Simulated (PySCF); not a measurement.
C₂H₉NOSi₂, SMILES CN1[SiH2][Si@@H](C1)O.

Geometry optimised at ωB97X-D3(BJ)/def2-SVP. The structure was generated by enumeration; whether it is a known compound was not checked. The values are those of a single conformer.

Two levels are set side by side: PBE/def2-TZVP (PySCF) and ωB97X/def2-TZVP (PySCF). Same geometry, gas phase. Differences are taken from unrounded values.

| quantity | PBE |
|---|---|
| orbital gap (eV) | 4.04 |
| highest occupied level (eV) | -5.05 |
| lowest empty level (eV) | -1.01 |
| dipole moment (D) | 1.55 |
| mean polarisability (bohr³) | 91.9 |

These are the PBE values. What does ωB97X give? (An estimate is asked for; the answer gives what the named calculation found.)


```csv
quantity,ωB97X,PBE minus ωB97X
orbital gap (eV),10.47,-6.44
highest occupied level (eV),-8.63,3.58
lowest empty level (eV),1.84,-2.86
dipole moment (D),1.56,-0.01
mean polarisability (bohr³),86.3,5.6
```

Without exact exchange PBE keeps part of each electron's self-repulsion, which lifts occupied levels and narrows the gap. PBE's more diffuse valence density responds more strongly to a field. Differences between two approximate levels are no errors against the true value.

Rough cost on one machine, each run with all the roots and properties that it gave: ωB97X against PBE within a factor of 2.
